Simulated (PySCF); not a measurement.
**Atomic charges against the basis set**

Species: C3H6BClS.
Z-matrix (Å and degrees, PBE0-D3(BJ)/def2-SVP geometry), rows numbered from 1:
```
C 
C   1  1.3401
Cl  2  1.7500  1  119.37
B   2  1.5589  1  125.74  3   178.13
S   4  1.7717  2  118.47  1    29.51
C   5  1.8166  4  103.91  2  -175.01
H   1  1.0932  2  122.36  3    -0.73
H   1  1.0934  2  119.36  3  -179.79
H   4  1.2057  2  121.60  1  -150.58
H   6  1.0977  5  107.43  4  -172.21
H   6  1.0973  5  110.47  4   -53.10
H   6  1.0976  5  110.65  4    68.77
```

PBE0 throughout (PySCF), one geometry, spherical d and f functions. The structure is a single PBE0-D3(BJ)/def2-SVP conformer in the gas phase; no vibrational or solvent corrections. The first 7 of 10 kinds of atom are listed.

Mulliken charges (e):

```json
{"basis": "STO-3G", "functions": "44", "C1": "-0.156", "C2": "-0.069", "Cl3": "-0.130", "B4": "+0.049", "S5": "+0.164", "C6": "-0.310", "H7": "+0.100"}
{"basis": "6-31G", "functions": "74", "C1": "-0.313", "C2": "-0.369", "Cl3": "+0.077", "B4": "+0.090", "S5": "+0.176", "C6": "-0.737", "H7": "+0.192"}
{"basis": "pcSseg-0", "functions": "74", "C1": "-0.314", "C2": "-0.587", "Cl3": "+0.034", "B4": "+0.354", "S5": "-0.059", "C6": "-0.900", "H7": "+0.246"}
{"basis": "6-31G*", "functions": "104", "C1": "-0.378", "C2": "-0.153", "Cl3": "-0.020", "B4": "+0.066", "S5": "+0.060", "C6": "-0.686", "H7": "+0.202"}
{"basis": "cc-pVDZ", "functions": "122", "C1": "+0.011", "C2": "-0.212", "Cl3": "-0.087", "B4": "+0.120", "S5": "-0.039", "C6": "-0.192", "H7": "+0.060"}
{"basis": "def2-SVP", "functions": "122", "C1": "-0.033", "C2": "-0.091", "Cl3": "-0.114", "B4": "+0.061", "S5": "-0.082", "C6": "-0.171", "H7": "+0.067"}
{"basis": "aug-cc-pVDZ", "functions": "200", "C1": "+0.885", "C2": "-0.013", "Cl3": "-0.215", "B4": "-0.389", "S5": "+0.086", "C6": "+0.182", "H7": "-0.315"}
{"basis": "6-311+G(2d,p)", "functions": "214", "C1": "-0.564", "C2": "+0.296", "Cl3": "-0.065", "B4": "+0.020", "S5": "+0.034", "C6": "-0.583", "H7": "+0.149"}
{"basis": "def2-TZVP", "functions": "234", "C1": "-0.269", "C2": "+0.045", "Cl3": "-0.123", "B4": "-0.017", "S5": "-0.071", "C6": "-0.356", "H7": "+0.147"}
{"basis": "cc-pVTZ", "functions": "272", "C1": "-0.228", "C2": "+0.015", "Cl3": "-0.118", "B4": "-0.020", "S5": "-0.015", "C6": "-0.284", "H7": "+0.132"}
{"basis": "IGLO-III", "functions": "288", "C1": "-0.249", "C2": "-0.047", "Cl3": "+0.008", "B4": "+0.062", "S5": "+0.092", "C6": "-0.497", "H7": "+0.126"}
{"basis": "pcSseg-2", "functions": "314", "C1": "-0.080", "C2": "-0.147", "Cl3": "-0.147", "B4": "+0.205", "S5": "-0.050", "C6": "-0.104", "H7": "+0.082"}
```

IAO charges (e):

| basis | functions | C1 | C2 | Cl3 | B4 | S5 | C6 | H7 |
| --- | --- | --- | --- | --- | --- | --- | --- | --- |
| STO-3G | 44 | -0.241 | -0.151 | -0.034 | -0.078 | +0.248 | -0.477 | +0.149 |
| 6-31G | 74 | -0.274 | -0.112 | -0.054 | -0.076 | +0.134 | -0.513 | +0.172 |
| pcSseg-0 | 74 | -0.259 | -0.122 | -0.043 | -0.078 | +0.127 | -0.508 | +0.166 |
| 6-31G* | 104 | -0.265 | -0.114 | -0.050 | -0.067 | +0.149 | -0.498 | +0.165 |
| cc-pVDZ | 122 | -0.275 | -0.105 | -0.048 | -0.076 | +0.155 | -0.494 | +0.165 |
| def2-SVP | 122 | -0.269 | -0.106 | -0.040 | -0.077 | +0.159 | -0.485 | +0.160 |
| aug-cc-pVDZ | 200 | -0.285 | -0.104 | -0.052 | -0.073 | +0.152 | -0.501 | +0.170 |
| 6-311+G(2d,p) | 214 | -0.284 | -0.110 | -0.047 | -0.076 | +0.162 | -0.510 | +0.169 |
| def2-TZVP | 234 | -0.284 | -0.111 | -0.044 | -0.077 | +0.165 | -0.513 | +0.169 |
| cc-pVTZ | 272 | -0.284 | -0.108 | -0.047 | -0.074 | +0.159 | -0.511 | +0.169 |
| IGLO-III | 288 | -0.287 | -0.111 | -0.040 | -0.080 | +0.168 | -0.514 | +0.169 |
| pcSseg-2 | 314 | -0.283 | -0.111 | -0.045 | -0.076 | +0.162 | -0.512 | +0.169 |

Question: Which scheme is steadiest as the basis changes?

Answer: Largest range over the bases for any column: IAO 0.12 e, Mulliken 1.45 e. IAO charges move least and Mulliken charges most, counted in e. Without the minimal STO-3G basis the ranges are IAO 0.04, Mulliken 1.45 e.

Question: How much do the charges still move between the two largest bases, IGLO-III and pcSseg-2?

Answer: At most, over all atoms: Mulliken 0.393 e, IAO 0.005 e.

Question: What do the same runs give for the total energy, the frontier levels and the dipole moment?

Answer: 
| basis | energy (Eh) | HOMO (eV) | LUMO (eV) | μ (D) |
| --- | --- | --- | --- | --- |
| STO-3G | -989.6199 | -5.14 | 1.09 | 3.18 |
| 6-31G | -1000.5859 | -7.26 | -1.70 | 2.51 |
| pcSseg-0 | -999.3918 | -7.50 | -1.94 | 2.39 |
| 6-31G* | -1000.6613 | -7.17 | -1.64 | 2.37 |
| cc-pVDZ | -1000.7182 | -7.20 | -1.72 | 2.34 |
| def2-SVP | -1000.3304 | -7.20 | -1.72 | 2.27 |
| aug-cc-pVDZ | -1000.7299 | -7.31 | -1.91 | 2.42 |
| 6-311+G(2d,p) | -1000.7667 | -7.31 | -1.92 | 2.42 |
| def2-TZVP | -1000.7806 | -7.28 | -1.87 | 2.36 |
| cc-pVTZ | -1000.7896 | -7.28 | -1.85 | 2.36 |
| IGLO-III | -1000.7784 | -7.24 | -1.86 | 2.29 |
| pcSseg-2 | -1000.7978 | -7.32 | -1.92 | 2.41 |

The dipole is fixed by the density alone, so its range of 0.91 D shows that the density itself changes with the basis, not only its division among atoms.
